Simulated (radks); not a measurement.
Values are calculated unless marked as measured or tabulated.
Species: Pt2+. Configuration: [Xe] 4f14 5d8 (the NIST ground configuration). Code: a radial shooting solver on a logarithmic mesh with Libxc functionals. Model: scalar-relativistic Kohn-Sham, Wu-Cohen GGA, spin-polarised, spherical densities, finite nucleus; open shells are filled with parallel spins first (spin-orbit coupling, left out, can overturn this in heavy ions); Fermi nuclear charge, rms radius 5.427 fm.

Normalised radial functions P(r) = r R(r), r in bohr:

r,5s down,4f down,6s down
0.00101,0.0797,0.0000,0.0281
0.001358,0.0985,0.0000,0.0347
0.00184,0.1209,0.0000,0.0426
0.002474,0.1452,0.0000,0.0512
0.003352,0.1711,0.0000,0.0603
0.004507,0.1941,0.0000,0.0684
0.00606,0.2095,0.0000,0.0738
0.008213,0.2090,0.0001,0.0736
0.01104,0.1813,0.0002,0.0638
0.01496,0.1130,0.0005,0.0398
0.02012,0.0016,0.0016,0.0005
0.02705,-0.1430,0.0044,-0.0504
0.03666,-0.2813,0.0122,-0.0991
0.04929,-0.3258,0.0316,-0.1146
0.0668,-0.1898,0.0786,-0.0663
0.08981,0.1203,0.1760,0.0432
0.1207,0.4230,0.3570,0.1492
0.1636,0.3929,0.6509,0.1360
0.22,-0.0955,1.0082,-0.0387
0.2982,-0.6307,1.3248,-0.2224
0.4009,-0.5070,1.4246,-0.1593
0.539,0.3111,1.2492,0.1443
0.7305,1.0984,0.8747,0.3666
0.9821,1.1702,0.4883,0.2015
1.331,0.6995,0.2030,-0.2662
1.789,0.2556,0.0628,-0.6544
2.406,0.0539,0.0131,-0.7228
3.261,0.0054,0.0015,-0.4986
4.384,0.0002,0.0001,-0.2225
5.941,0.0000,0.0000,-0.0544
7.988,0.0000,0.0000,-0.0068

5s down: eigenvalue -122.24 eV, 4 radial nodes at r = 0.0202, 0.0810, 0.210, 0.489 bohr, <r> = 0.950 bohr, 90 % of the charge inside 1.36 bohr. 4f down: eigenvalue -91.015 eV, 0 radial nodes, <r> = 0.516 bohr, 90 % of the charge inside 0.832 bohr. 6s down (empty): eigenvalue -21.623 eV, 5 radial nodes at r = 0.0202, 0.0809, 0.209, 0.474, 1.13 bohr, <r> = 2.50 bohr, 90 % of the charge inside 3.62 bohr.
